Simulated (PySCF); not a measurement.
From one molecule to another.

First species: C8H9F.
Atom-mapped SMILES: `[CH2:1]=[CH:2][C:3]1=[CH:4][C@@H:5]([F:6])[CH2:7][C:8]1=[CH2:9]` (hydrogens: H10, H11 on C1; H12 on C2; H13 on C4; H14 on C5; H15, H16 on C7; H17, H18 on C9)

Second species: C₅H₁₀O₃Si.
InChI=1S/C5H10O3Si/c6-2-1-5-8-3-4(7)9-5/h5-6H,1-3,9H2/t5-/m0/s1

Levels: PBE0/pcSseg-1 for HOMO energy, LUMO energy and HOMO–LUMO gap. Geometries: GFN2-xTB. Each species is one conformer at its optimised geometry, gas phase, non-relativistic unless stated. Electronic properties by PySCF.

Dipoles, sizes and rotational constants follow the conformer. The torsions of the flexible species, by atom-mapped SMILES:
- `[CH2:1]=[CH:2][C:3]1=[CH:4][C@@H:5]([F:6])[CH2:7][C:8]1=[CH2:9]`: C1–C2–C3–C4 -148°

The conformers of `O=C1CO[C@H](CCO)[SiH2]1` aren't listed.

| property | column X | column Y |
| --- | --- | --- |
| HOMO energy | -5.93 eV | -6.63 eV |
| LUMO energy | -0.86 eV | -1.24 eV |
| HOMO–LUMO gap | 5.07 eV | 5.39 eV |

(1) Which column belongs to which species?

(2) How does each property change from the first species to the second?

Results:

(1) Column X is the second species and column Y the first. The first has 18 atoms and 66 electrons, the second 19 and 78.

(2) HOMO energy +0.70 eV; LUMO energy +0.38 eV; HOMO–LUMO gap -0.32 eV.

